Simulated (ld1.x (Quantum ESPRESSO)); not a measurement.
Which change was made? (Ta, TM)

- Element: tantalum (Ta)
- Generator: ld1.x (Quantum ESPRESSO) 7.5
- Type: norm-conserving Troullier–Martins (Kleinman–Bylander form)
- Functional: PBE
- Relativity: fully relativistic
- Frozen core: [Xe] 4f14
- Valence charge: 5
- Reference configuration: 5d3 6s1.5 6p0.5
- Partial waves: 6s (bound): rc 2.20 bohr; 6p (bound): rc 3.25 bohr; 5d (bound): rc 2.90 bohr
- Local potential: all-electron potential smoothed inside 2.85 bohr (lloc = -1)
- Core correction: none

Open shells are filled in proportion to 2j + 1 (rel_dist='average').

Cutoffs, loose and tight: the cutoffs (Ry, on a coarse ladder) from which the occupation-weighted sum of valence levels, in a spherical-Bessel basis at the reference potential, stays within 10 and 1 mRy of its value at 400 Ry. They do not see the model core or the augmentation charge, which bear on the density cutoff. Test errors are all-electron minus pseudo excitation energies from the reference, over the configurations 5d3 6s2 6p0; 5d3 6s1 6p0; 5d3 6s0 6p0; 5d2 6s2 6p1; 5d4 6s1 6p0; 5d2 6s0 6p0; 5d3.5 6s1.5 6p0; variants that change the core or the reference have their own tests.

The base gives: outcome: generated; cutoff, loose: 21 Ry; cutoff, tight: 30 Ry; bound ghosts: none; largest test error (meV): +181.

Problem. After one change the result is: outcome: generated; cutoff, loose: 80 Ry; cutoff, tight: 90 Ry; bound ghosts: s; largest test error (meV): +319. Which change was it?
A. all radii scaled by about 1.17 (s 2.58, p 3.80, d 3.38 bohr); local potential all-electron potential smoothed inside 3.34 bohr (lloc = -1)
B. all radii scaled by about 0.78 (s 1.72, p 2.52, d 2.26 bohr); local potential all-electron potential smoothed inside 2.22 bohr (lloc = -1)
C. all radii scaled by about 1.40 (s 3.08, p 4.56, d 4.06 bohr); local potential all-electron potential smoothed inside 4.00 bohr (lloc = -1)
D. all radii scaled by about 0.90 (s 1.98, p 2.92, d 2.60 bohr); local potential all-electron potential smoothed inside 2.56 bohr (lloc = -1)

Solution. B. The others give: all radii scaled by about 1.40 (s 3.08, p 4.56, d 4.06 bohr); local potential all-electron potential smoothed inside 4.00 bohr (lloc = -1) → outcome: generated; cutoff, loose: 15 Ry; cutoff, tight: 18 Ry; bound ghosts: none; largest test error (meV): +125 | all radii scaled by about 0.90 (s 1.98, p 2.92, d 2.60 bohr); local potential all-electron potential smoothed inside 2.56 bohr (lloc = -1) → outcome: generated; cutoff, loose: 25 Ry; cutoff, tight: 55 Ry; bound ghosts: s; largest test error (meV): +674 | all radii scaled by about 1.17 (s 2.58, p 3.80, d 3.38 bohr); local potential all-electron potential smoothed inside 3.34 bohr (lloc = -1) → outcome: generated; cutoff, loose: 18 Ry; cutoff, tight: 21 Ry; bound ghosts: none; largest test error (meV): +173.
